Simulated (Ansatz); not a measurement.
Frontier orbitals of `[BH2][GaH][SiH2]C`.

```xyz
12

B     2.766    0.598   -1.314
Ga    1.175    0.779   -0.019
Si   -0.654   -0.811    0.055
C    -2.193   -0.176    0.930
H     3.742   -0.042   -1.042
H     2.755    1.097   -2.404
H     1.097    1.970    1.018
H    -1.015   -1.261   -1.322
H    -0.147   -2.027    0.765
H    -2.965   -0.947    0.970
H    -1.956    0.127    1.952
H    -2.605    0.692    0.411
```

Charge 0, multiplicity 1. Correlated methods include outer-core shells of Ga, which these sets cover unevenly. Scalar relativity is left out up to krypton. All single points use the PBE0-D4/def2-TZVP geometry. It is one conformer, not always the lowest. Basis def2-TZVPP, the Gaussian-basis code of Ansatz.

```json
{"functional": "PBE", "HOMO (eV)": "-5.93", "LUMO (eV)": "-3.09", "gap (eV)": "2.84"}
{"functional": "B97M-V", "HOMO (eV)": "-6.22", "LUMO (eV)": "-2.87", "gap (eV)": "3.35"}
{"functional": "PBE0", "HOMO (eV)": "-6.95", "LUMO (eV)": "-2.14", "gap (eV)": "4.81"}
{"functional": "HSE06 (plane-wave form)", "HOMO (eV)": "-6.56", "LUMO (eV)": "-2.52", "gap (eV)": "4.04"}
{"functional": "LC-ωPBE", "HOMO (eV)": "-9.46", "LUMO (eV)": "0.12", "gap (eV)": "9.58"}
{"functional": "ωB97M-V", "HOMO (eV)": "-8.94", "LUMO (eV)": "-0.25", "gap (eV)": "8.69"}
{"functional": "HF", "HOMO (eV)": "-9.29", "LUMO (eV)": "1.05", "gap (eV)": "10.34"}
```

A quarter of exact exchange (PBE0) shifts PBE's HOMO by −1.02 eV and its LUMO by +0.95 eV; full exchange at long range (ωB97M-V) shifts them by −3.01 and +2.83 eV. The gap opens from 2.84 to 8.68 eV, since occupied levels lose self-interaction and empty ones feel all the electrons.

LC-ωPBE has ω = 0.4 bohr⁻¹.
